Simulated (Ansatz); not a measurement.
Species: C2H8Si3 (charge 0, singlet). 
Structure (B3LYP-D3(BJ)/def2-TZVP (Ansatz, an electronic-structure program) minimum search):
```xyz
13

C      1.3209     2.4505     1.1530
C      1.4700     1.4185     0.5468
Si     1.5991    -0.1700    -0.3454
Si    -0.3644    -1.3815     0.0718
Si    -2.2232    -0.0333    -0.3981
H      1.1973     3.3635     1.6849
H      1.7299     0.1073    -1.7951
H      2.8113    -0.8872     0.1139
H     -0.3893    -1.8045     1.4950
H     -0.3842    -2.6004    -0.7782
H     -3.4852    -0.7995    -0.2535
H     -2.1321     0.4717    -1.7898
H     -2.2545     1.1219     0.5288
```

Property: atomisation energy (electronic, to ground-state atoms), in eV. Correlated levels leave the core frozen unless marked. Open shells are spin-unrestricted. Spin-orbit coupling is left out. Non-relativistic. The coupled-cluster limit lacks core correlation, which all-electron functionals hold. CBS(X,Y): correlation extrapolated as X^-3; Hartree-Fock from the larger set.

```csv
level,program,atomisation energy (eV)
HF/STO-3G,Ansatz,46.18
HF/aug-cc-pV(D+d)Z,Ansatz,33.46
```

Q: Predict the CCSD(T)/CBS(cc-pV(T+d)Z,cc-pV(Q+d)Z) result (Ansatz).

A: 45.45 eV, so HF/aug-cc-pV(D+d)Z differs from it by -11.99 eV.
